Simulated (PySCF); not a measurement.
NaTe⁺ at UHF-CCSD

Level: UHF-CCSD. PySCF, scalar-relativistic core potentials, basis sets Na def2-SVPD, Te def2-SVPD with ECP28.

| Item | Value |
| --- | --- |
| state | ³Σ⁻ (triplet), unpaired electrons π ↑↑ |
| bond length | 3.235 Å |
| harmonic wavenumber | 134 cm⁻¹ |
| force constant | 0.208 mdyn/Å |
| rotational constant Be | 0.08244 cm⁻¹ |
| anharmonicity ωexe | 0.922 cm⁻¹ |
| vibration–rotation constant αe | 0.000733 cm⁻¹ |
| well depth De to Na⁺ + Te | 0.65 eV |
| dissociation energy D0 | 0.64 eV |

Correlated steps freeze 5 core orbitals. Correlated levels converge slowly with the basis: in double zeta they bind strong bonds too weakly, by up to about 1 eV, and carry superposition errors of some tenths. Spin–orbit coupling is left out, which matters for elements this heavy, above all for dissociation energies. For an ion De counts to the pair picked by the measured ionisation energies or electron affinities, which need not be the lowest pair at this level. The state is the lowest determinant that a PBE0 search found; another state may lie lower at other levels.
